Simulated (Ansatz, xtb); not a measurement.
# Relative energy of two structures of BClFSi2

Structure I is a doublet given by its coordinates and structure II is a doublet given by its coordinates. Both are isolated molecules in the gas phase, relaxed with BLYP-D3(BJ)/def2-SVP.

I (Å):

```xyz
5

B    -0.0518   -0.2785   -0.2571
Cl    1.9422    2.3903    1.7061
F    -0.1914   -1.5588    0.0334
Si   -0.5035    1.2146   -1.5224
Si    0.7460    1.4472    0.2709
```

Close contacts (Å): B1–F3 1.32, B1–Si4 2.01, B1–Si5 1.97, Cl2–Si5 2.09, Si4–Si5 2.20.

II (Å):

```xyz
5

B     0.8601    1.3961    0.1650
Cl    1.6460    2.5814    1.1739
F    -0.7820   -1.4329    1.0004
Si   -0.1486   -0.2650    0.0379
Si    0.4185    0.8895   -1.7321
```

Close contacts (Å): B1–Cl2 1.74, B1–Si4 1.95, B1–Si5 2.01, F3–Si4 1.64, Si4–Si5 2.19.

Quicker runs give these differences E(II) − E(I): GFN2-xTB −0.4 kcal/mol; HF/STO-3G +31.6 kcal/mol (at GFN2-xTB geometries); r2SCAN-D4/def2-SVP +7.5 kcal/mol (at GFN2-xTB geometries).

**Question.** Which of the two would you expect CCSD(T)/def2-SVP electronic energies to favour?

**Answer.** Structure I; the calculation gives E(II) − E(I) = +4.2 kcal/mol.

The same difference at several levels:

```csv
level,geometry,E(II) − E(I) (kcal/mol),departure from the last row (kcal/mol),"job, with rough time for the two"
GFN2-xTB,GFN2-xTB,−0.4,−4.6,"optimisation, 0.19 s"
HF/STO-3G,GFN2-xTB,+31.6,+27.4,"single point, 5.5 s"
r2SCAN-D4/def2-SVP,GFN2-xTB,+7.5,+3.3,"single point, 8.7 s"
BLYP-D3(BJ)/def2-SVP,BLYP-D3(BJ)/def2-SVP,+7.1,+3.0,"optimisation, 42 s"
HF/def2-SVP,BLYP-D3(BJ)/def2-SVP,+6.7,+2.5,part of the CCSD(T) run
MP2/def2-SVP,BLYP-D3(BJ)/def2-SVP,+3.1,−1.1,part of the CCSD(T) run
CCSD(T)/def2-SVP,BLYP-D3(BJ)/def2-SVP,+4.2,,"single point, 36 s"
```

GFN2-xTB finds them nearly level. The largest departure from CCSD(T)/def2-SVP is that of HF/STO-3G, 27.4 kcal/mol.

With harmonic frequencies from BLYP-D3(BJ)/def2-SVP (ideal gas, rigid rotor, one conformer each, 298.15 K, 1 atm): the zero-point term adds −0.2 kcal/mol; ΔH is +4.0 and ΔG +4.1 kcal/mol.

Open shells are spin-unrestricted, with notable spin contamination under HF/STO-3G. The correlated steps freeze 17 core orbitals. Run with Ansatz 0.2.0, xtb 6.7.1; the last row on 1 thread of Intel(R) Xeon(R) Platinum 8488C (Sapphire Rapids) on a shared host.
